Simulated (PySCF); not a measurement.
# Spin-rotation constants: `C=C1CCCC(=S)C1`, C₇H₁₀S

Geometry (Å), atoms numbered from 1 in this order:
```xyz
18

C    -2.2235    0.3888    0.7353
C    -1.1242    0.1928    0.0288
C    -0.5783   -1.1620   -0.3112
C     0.8329   -1.2987    0.2616
C     1.7397   -0.1887   -0.2828
C     1.1412    1.1474    0.0021
S     1.9481    2.3132    0.7901
C    -0.2672    1.3329   -0.4626
H    -2.8228   -0.4329    1.0894
H    -2.5761    1.3764    0.9795
H    -1.2248   -1.9424    0.0919
H    -0.5378   -1.2798   -1.3983
H     0.7890   -1.2239    1.3500
H     1.2532   -2.2722    0.0050
H     2.7353   -0.2543    0.1579
H     1.8338   -0.3092   -1.3673
H    -0.6568    2.2926   -0.1217
H    -0.2706    1.3264   -1.5594
```

Method used: PySCF 2.14.0, GIAO HF/pcSseg-1 magnetisability, rotational g tensor and spin-rotation constants, non-relativistic, gas phase. Geometry: GFN2-xTB.

**Question.** Give the nuclear spin-rotation constants along the inertial axes (H = +C I·J) beside the isotropic shieldings.

**Answer.** Rotational constants 2.7794, 1.3472, 1.0143 GHz. A star marks the isotopologue with that one atom substituted, in its own axes.
```tsv
atom	isotope	Caa (kHz)	Cbb (kHz)	Ccc (kHz)	mean (kHz)	σ (ppm)
H9	1H	0.100	-0.135	-0.075	-0.037	27.0
H10	1H	-0.232	0.082	-0.116	-0.089	27.0
H11	1H	0.013	-0.143	-0.084	-0.071	29.8
H12	1H	-0.280	-0.136	0.012	-0.135	30.0
H13	1H	-0.329	-0.140	0.019	-0.150	30.8
H14	1H	-0.282	0.028	-0.116	-0.123	30.3
H15	1H	-0.120	-0.050	-0.086	-0.085	28.7
H16	1H	-0.331	-0.114	0.019	-0.142	29.5
H17	1H	-0.272	0.073	-0.115	-0.105	28.1
H18	1H	-0.296	-0.158	0.048	-0.135	28.8
C1	13C*	0.888	0.445	0.192	0.508	76.5
C2	13C*	1.126	0.537	0.205	0.623	41.1
C3	13C*	0.457	0.207	0.147	0.270	159.6
C4	13C*	0.417	0.195	0.149	0.254	164.2
C5	13C*	0.536	0.216	0.183	0.312	144.3
C6	13C*	1.628	1.110	0.226	0.988	-96.1
S7	33S*	2.432	0.920	0.333	1.228	-304.1
C8	13C*	0.514	0.258	0.199	0.323	136.1
```
For the geometry as given, no vibrational averaging.

**Question.** How do the rotational constants and the g tensor change when H9, H10, H11, H12, H13, H14, H15, H16, H17, H18 are replaced by deuterium?

**Answer.** Constants 2.2431, 1.2186, 0.9040 GHz; g -0.0288, -0.0194, -0.0080, against -0.0359, -0.0211, -0.0087 before.
